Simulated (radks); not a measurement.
Results of a calculation; reference values are marked as such.
Ionisation of neutral zinc, [Ar] 3d10 4s2, to Zn+, [Ar] 3d10 4s1, under several functionals. Dirac Kohn-Sham, spin-unpolarised, spherical densities, point nucleus; a radial shooting solver on a logarithmic mesh with Libxc functionals.

| functional | E(Zn) (hartree) | Exc (hartree) | IE (eV) | -e(HOMO) (eV) | <r> HOMO (bohr) | IE error (eV) |
|---|---|---|---|---|---|---|
| PW91 | -1796.51372 | -72.01409 | 9.963 | 6.046 | 2.648 | +0.569 |
| BLYP | -1796.45890 | -71.94785 | 9.940 | 5.962 | 2.654 | +0.546 |
| revPBE | -1796.23732 | -71.73117 | 9.777 | 5.897 | 2.661 | +0.382 |
| PBE | -1796.08415 | -71.57347 | 9.889 | 5.978 | 2.655 | +0.495 |

NIST Atomic Spectra Database: 9.394 eV (measured). Closest: revPBE. The Delta-SCF values span 0.19 eV, the total energies 0.43 hartree. The highest occupied level is 4s1/2. Spin polarisation and multiplet splitting are left out, so open shells lie too high by an amount that depends on their filling.

Beside tabulated values, note that spin-unpolarised runs miss the spin-polarisation part of the exchange energy of open shells.
